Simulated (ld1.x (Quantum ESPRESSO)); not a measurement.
Lu (Z = 71), PAW: configuration errors across variants

```
Element                 : Lu
Generator               : ld1.x (Quantum ESPRESSO) 7.5
Type                    : PAW
Functional              : PBE
Relativity              : scalar-relativistic
Frozen core             : [Kr] 4d10 5s2
Valence charge          : 23
Reference configuration : 4f14 5p6 5d1 6s2 6p0
Partial waves           : 6s (bound): rcut 2.55, rcutus 3.40 bohr; 6s channel at 0.3 Ry: rcut 2.55, rcutus 3.40 bohr; 5p (bound): rcut 2.30, rcutus 2.50 bohr; 6p (bound, empty): rcut 2.30, rcutus 2.50 bohr; 5d (bound): rcut 2.10, rcutus 2.85 bohr; 5d channel at 0.75 Ry: rcut 2.10, rcutus 2.85 bohr; 4f (bound): rcut 1.00, rcutus 1.30 bohr; 4f channel at 2.8 Ry: rcut 1.00, rcutus 1.30 bohr
Local potential         : all-electron potential smoothed inside 2.00 bohr (lloc = -1)
Core correction         : a·sin(br)/r model core inside 1.10 bohr
Augmentation charge     : PSQ, inside the norm-conserving radii
```

All-electron excitation energies from the reference (eV): (1) 4f14 5p6 5d1 6s1 6p0 7.365; (2) 4f14 5p6 5d1 6s0 6p0 20.644; (3) 4f14 5p6 5d0 6s0 6p0 40.601; (4) 4f14 5p6 5d1 6s1.5 6p0 2.988; (5) 4f14 5p6 5d0 6s2 6p0 5.255; (6) 4f14 5p6 5d0 6s2 6p1 0.947; (7) 4f14 5p5 5d1 6s2 6p0 37.041.

The overlap operator is not positive definite (basis up to 400 Ry) in “base”, “core correction a·sin(br)/r model core inside 0.50 bohr”, “core correction a·sin(br)/r model core inside 0.66 bohr”, “core correction a·sin(br)/r model core inside 0.80 bohr”, “core correction a·sin(br)/r model core inside 0.94 bohr”, “core correction a·sin(br)/r model core inside 1.04 bohr”, “core correction a·sin(br)/r model core inside 1.20 bohr”, “core correction a·sin(br)/r model core inside 1.32 bohr”, “core correction a·sin(br)/r model core inside 1.46 bohr”, “core correction a·sin(br)/r model core inside 1.54 bohr”. Such files are unfit for use, however small their errors in these radial tests.

A true bound ghost makes a file unfit for plane-wave use even where its test errors are small: the radial tests pick states by their node count and pass the ghost by.

Errors AE − PS in meV (a dash: test not solved or not reliable):

```tsv
change	(1)	(2)	(3)	(4)	(5)	(6)	(7)	bound ghosts
base	-2.4	-4.4	-159	-1.1	-27	-7.8	-251	s (p not tested, overlap not positive)
core correction a·sin(br)/r model core inside 0.50 bohr	-2.4	-4.3	-158	-1.1	-27	-7.7	-251	s (p not tested, overlap not positive)
core correction a·sin(br)/r model core inside 0.66 bohr	-2.5	-4.4	-158	-1.1	-27	-7.8	-251	s (p not tested, overlap not positive)
core correction a·sin(br)/r model core inside 0.80 bohr	-2.4	-4.3	-158	-1.1	-27	-7.8	-251	s (p not tested, overlap not positive)
core correction a·sin(br)/r model core inside 0.94 bohr	-2.4	-4.3	-159	-1.1	-27	-7.8	-251	s (p not tested, overlap not positive)
core correction a·sin(br)/r model core inside 1.04 bohr	-2.4	-4.4	-159	-1.1	-27	-7.8	-251	s (p not tested, overlap not positive)
core correction a·sin(br)/r model core inside 1.20 bohr	-2.4	-4.3	-159	-1.1	-27	-7.8	-251	s (p not tested, overlap not positive)
core correction a·sin(br)/r model core inside 1.32 bohr	-2.4	-4.4	-159	-1.1	-27	-7.8	-252	s (p not tested, overlap not positive)
core correction a·sin(br)/r model core inside 1.46 bohr	-2.4	-4.3	-160	-1.1	-28	-7.9	-254	s (p not tested, overlap not positive)
core correction a·sin(br)/r model core inside 1.54 bohr	-2.4	-4.3	-161	-1.2	-28	-7.9	-256	s (p not tested, overlap not positive)
```

Task: Give the same row for: core correction a·sin(br)/r model core, default radius (ld1.x builds one for every PAW set, though the input has nlcc=.false.).

Result: -2.4, +0.3, -138, -1.2, -32, -8.6, -281; bound ghosts: s (p not tested, overlap not positive). Its overlap operator is not positive definite in a basis up to 400 Ry (lowest eigenvalue p -0.92), so the file is unfit for use: the generalised eigenproblem breaks down once the basis is large enough, and its test numbers describe a broken file.
